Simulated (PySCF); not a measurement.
Species: C7H9N.
SMILES with atom numbers: `[CH3:1][CH2:2][c:3]1[cH:4][cH:5][cH:6][n:7][cH:8]1` (hydrogens: H9, H10, H11 on C1; H12, H13 on C2; H14 on C4; H15 on C5; H16 on C6; H17 on C8)

All values: wB97X-D/pcSseg-2 (PySCF, non-relativistic), on one gas-phase PBE0-D3(BJ)/def2-TZVP geometry that isn't relaxed in the solvent. The solvent is an IEF-PCM continuum (Bondi radii, 1.10 Å for H, scaled by 1.2). Only the electrostatic response of the medium enters.

Gas phase at wB97X-D/pcSseg-2: HOMO -9.09 eV, LUMO 0.99 eV, dipole 2.56 D.

Problem. What does the continuum do to the energy, the frontier levels and the dipole at wB97X-D/pcSseg-2 in chloroform?

Solution. 
| solvent | ε | E(solvent) − E(gas) (kcal/mol) | polarisation term (kcal/mol) | distortion of the solute (kcal/mol) | HOMO (eV) | LUMO (eV) | dipole (D) |
| --- | --- | --- | --- | --- | --- | --- | --- |
| chloroform | 4.711 | -3.57 | -4.12 | 0.55 | -9.08 | 0.97 | 3.29 |

The first energy column is the sum of the next two and covers electrostatics alone.

Problem. Which radius a makes the point-dipole formula ΔE = −[(ε − 1)/(2ε + 1)]·μ²/a³ give the value in chloroform, with the gas-phase dipole?

Solution. μ = 1.008 au and |ΔE| = 0.00569 Eh give a = 2.11 Å; the farthest nucleus lies 3.76 Å from the centroid of the nuclei, so such a sphere wouldn't even hold the nuclei. The formula assumes a rigid point dipole at the centre of a sphere.

Shape of the structure used: `[CH3:1][CH2:2][c:3]1[cH:4][cH:5][cH:6][n:7][cH:8]1`: C1–C2–C3–C4 -81°.

Note: wB97X-D ran without an empirical dispersion term, which enters the total energy and its gradient alone.
